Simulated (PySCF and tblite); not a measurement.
The numbers below are computed, except where a source is named.
# Conformer ensemble of C9H14, numbered as in [CH2:1]=[CH:2]/[CH:3]=[C:4](\[CH2:5][CH3:6])[CH2:7][CH:8]=[CH2:9]

The ensemble was built from 200 distance-geometry starts (ETKDG and KDG, MMFF94s, GFN2-xTB) and rests on GFN2-xTB geometries. Weights use PBE0-D3(BJ)/def2-SVP energies plus GFN2-xTB zero-point and thermal terms (modes under about 100 cm⁻¹ blended into free rotors). Symmetry numbers and mirror images are counted. Conformers within 3 kcal/mol (GFN2-xTB free energy) were kept, 10 at most. GIAO shieldings: KT2/6-31G*. Codes: tblite and PySCF.

Torsions listed: C1–C2–C3–C4, C7–C4–C5–C6, C5–C4–C7–C8, C4–C7–C8–C9. Of a mirror pair one member is shown.

| conformer | shape | symmetry | E(GFN2) kcal/mol | E(DFT) kcal/mol | G(298.15 K) kcal/mol | weight % | dipole D |
| --- | --- | --- | --- | --- | --- | --- | --- |
| 1 | 178°, 93°, 75°, -114° | C1 (pair) | 0.00 | 0.00 | 0.00 | 29.4 | 0.48 |
| 2 | 179°, 93°, 78°, 12° | C1 (pair) | 0.62 | 0.20 | 0.19 | 21.5 | 0.69 |
| 3 | -178°, -92°, 157°, 120° | C1 (pair) | 0.73 | 0.41 | 0.30 | 17.6 | 0.82 |
| 4 | 176°, 98°, -70°, 118° | C1 (pair) | 0.07 | 0.31 | 0.49 | 12.8 | 0.46 |
| 5 | -176°, -93°, -166°, -119° | C1 (pair) | 1.06 | 0.78 | 0.62 | 10.4 | 0.78 |
| 6 | 179°, 80°, -98°, -14° | C1 (pair) | 1.34 | 1.36 | 1.21 | 3.8 | 0.71 |
| 7 | -178°, -93°, -85°, -119° | C1 (pair) | 0.54 | 1.40 | 1.34 | 3.1 | 0.75 |
| 8 | -176°, -102°, 63°, 105° | C1 (pair) | 0.78 | 1.57 | 1.86 | 1.3 | 0.67 |
| 9 | -37°, -80°, -76°, 114° | C1 (pair) | 2.76 | 3.22 | 3.43 | 0.1 | 0.27 |

Weights (%) against temperature:

| T (K) | 1 | 2 | 3 | 4 | 5 | 6 | 7 | 8 | 9 | S(mix) cal/mol/K |
| --- | --- | --- | --- | --- | --- | --- | --- | --- | --- | --- |
| 200 | 37.1 | 23.5 | 17.1 | 11.5 | 7.6 | 1.6 | 1.2 | 0.4 | 0.0 | 4.55 |
| 250 | 32.6 | 22.4 | 17.5 | 12.4 | 9.3 | 2.8 | 2.2 | 0.8 | 0.0 | 4.78 |
| 298.15 | 29.4 | 21.5 | 17.6 | 12.8 | 10.4 | 3.8 | 3.1 | 1.3 | 0.1 | 4.93 |
| 350 | 26.9 | 20.6 | 17.4 | 13.0 | 11.2 | 4.9 | 4.0 | 1.8 | 0.2 | 5.06 |
| 400 | 25.0 | 19.8 | 17.2 | 13.1 | 11.8 | 5.7 | 4.7 | 2.3 | 0.3 | 5.16 |

Coordinates of conformer 1 (Å):

```xyz
23

C     3.591   -0.929   -0.637
C     2.413   -0.327   -0.771
C     1.245   -0.702   -0.010
C     0.040   -0.122   -0.061
C    -0.299    1.053   -0.935
C     0.040    2.371   -0.234
C    -1.097   -0.624    0.792
C    -2.072   -1.380   -0.061
C    -3.312   -0.997   -0.296
H     3.735   -1.738    0.060
H     4.452   -0.635   -1.213
H     2.309    0.486   -1.475
H     1.392   -1.536    0.667
H    -1.367    1.030   -1.163
H     0.244    0.999   -1.880
H    -0.503    2.455    0.705
H     1.105    2.421   -0.017
H    -0.228    3.216   -0.864
H    -1.604    0.219    1.266
H    -0.712   -1.286    1.572
H    -1.678   -2.280   -0.516
H    -3.976   -1.563   -0.928
H    -3.723   -0.102    0.143
```

Search and properties took 7 min on 1 thread of Arm Neoverse V2 (shared host) (rough), launched as `OMP_NUM_THREADS=1 python ens_run.py task.json out`.
